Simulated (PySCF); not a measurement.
CCuO, SMILES [C+](=O)[Cu], charge +1, multiplicity 1.

Geometry optimised at ωB97X-D3(BJ)/def2-TZVP. The spin state was assumed, not searched.

These are r2SCAN/def2-TZVPD run with PySCF values and carry that method's errors.

Gas-phase values at a fixed geometry.

The total energy is -1753.54472 hartree, the point group is C∞v and the highest occupied level is -13.40 eV. The lowest empty level comes out as -9.24 eV. The orbital gap is 4.16 eV, the dipole moment about the centre of nuclear charge comes out as 2.49 D and the mean static polarisability comes out as 22.8 bohr³ (3.38 Å³). The polarisability, principal values comes out as 18.1, 18.1, 32.2 bohr³.
